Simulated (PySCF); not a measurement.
**Telling isomers of C5H9NO3Si apart by NMR**

Method: structure optimised with GFN2-xTB, shieldings: GIAO PBE0/pcSseg-1, in PySCF 2.14.0 with density-fitted response routines (relativity neglected, one computed conformer, one averaged value for each set of equivalent atoms, gas phase).

δ = σ(ref) − σ, references computed at the same level: TMS for ¹H (σref 31.72) and ¹³C (σref 186.93). Where no couplings were computed, multiplicities follow the n + 1 count of equivalent neighbours, and m marks all less simple cases (inequivalent or close neighbours, rings, F or P nearby). Shifts are as computed. Against solution values, carbons near 30 ppm lie about +3 ppm off and those near 130 ppm about +5 ppm. Of 1211 compounds with measured shifts, 218 miss one by over three times the rms of a fit or turn the order of signals round; such compounds aren't used in these exercises. OH and NH positions are gas-phase values without hydrogen bonding to other molecules.

(1) Tabulate the signals of `CO[Si@H](O)n1ccc(O)c1`, `C=NC(=C)O[SiH2]OC(C)=O` and their relative energies.

(2) What is the quickest way to tell CO[Si@H](O)n1ccc(O)c1 from C=NC(=C)O[SiH2]OC(C)=O?

## Answers

(1) 
```json
{"SMILES": "CO[Si@H](O)n1ccc(O)c1", "carbon types": "1×C 3×CH 1×CH3", "δC": "155.3, 121.6, 107.2, 104.2, 53.7", "δH": "6.47 (m, 1H), 6.19 (m, 1H), 6.18 (m, 1H), 4.85 (s, 1H), 4.14 (s, 3H), 3.50 (br s, 1H), 2.32 (br s, 1H)", "E rel. (kcal/mol)": "0.0"}
{"SMILES": "C=NC(=C)O[SiH2]OC(C)=O", "carbon types": "2×C 2×CH2 1×CH3", "δC": "176.8, 168.8, 155.1, 81.3, 23.9", "δH": "7.89 (d, 1H), 7.04 (d, 1H), 5.20 (s, 2H), 4.10 (m, 1H), 4.07 (m, 1H), 2.17 (s, 3H)", "E rel. (kcal/mol)": "26.4"}
```

Energies are electronic energies at PBE0/pcSseg-1 on these geometries, without zero-point or thermal terms, each for the one conformer computed, which needn't be the lowest.

(2) Both give the same number of carbon signals, but DEPT or the intensities differ. The first has an aromatic CH next to a ring nitrogen at 121.6 ppm, the second a C=N carbon (CH2) at 155.1 ppm. Their most deshielded carbons lie at 155.3 and 176.8 ppm. In the proton spectra the most deshielded non-exchanging signals are 6.47 (m, 1H) and 7.89 (d, 1H).
